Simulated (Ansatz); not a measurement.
`[F][Al]([SH])[O][SiH3]`. The species carries charge 0 and has multiplicity 1. Geometry: relaxed with PBE0-D4/def2-TZVP. It is one conformer, not always the lowest.

```xyz
9

F    -1.232   -2.145    1.546
Al   -0.104   -1.503    0.542
S     1.465   -2.810   -0.159
O    -0.186    0.099    0.094
Si   -0.437    1.678   -0.214
H     2.030   -1.820   -0.872
H    -1.595    1.834   -1.133
H    -0.713    2.408    1.050
H     0.772    2.258   -0.854
```

(1) What is the dipole moment at B3LYP/def2-TZVPP? (Estimate.)

(2) And with PBE, r2SCAN, ωB97M-V? (Best estimate.)

(3) Give the Mulliken charges with B3LYP, r2SCAN, ωB97M-V in def2-TZVPP. (An estimate is asked.)

## Answers

(1) Computed: 1.66 D, with components (0.82, 1.11, -0.93) D in this frame, pointing from negative to positive charge.

(2) Ansatz gave: PBE 1.60 D, r2SCAN 1.64 D, ωB97M-V 1.62 D.

(3) Ansatz gave: 
```csv
atom,B3LYP,r2SCAN,ωB97M-V
F1,-0.35,-0.35,-0.34
Al2,0.64,0.68,0.61
S3,-0.25,-0.26,-0.25
O4,-0.30,-0.35,-0.31
Si5,0.36,0.40,0.26
H6,0.12,0.12,0.13
H7,-0.07,-0.08,-0.04
H8,-0.07,-0.08,-0.04
H9,-0.08,-0.08,-0.04
```

B3LYP here is the variant with VWN-RPA as its local correlation; programs differ in this.
